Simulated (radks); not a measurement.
Question: These are the eigenvalues of the occupied orbitals of an atom or ion with whole-number occupations (eV). All-electron calculation, Dirac Kohn-Sham, LDA (Slater exchange, Perdew-Wang correlation), spin-unpolarised, spherical densities, point nucleus. Program: a radial shooting solver on a logarithmic mesh with Libxc functionals.

| orbital | eigenvalue |
|---|---|
| 1s1/2 | -12616.99 |
| 2s1/2 | -2769.008 |
| 2p1/2 | -2674.042 |

Which element is it, and in what charge state? The configuration may be excited. Open shells, if any, fill j = l - 1/2 first.

Answer: Z = 32, germanium, charge +26: Ge26+ in [He] 2s2 2p2. The list shows which subshells hold electrons but not how many an open one holds; the 1s level, -463.67 hartree, gives Z - s = 30.5 by -(Z - s)^2/2, which with screening and relativity narrows Z to a few neighbours, and the depths of the outer levels then fix element, charge and occupations together.
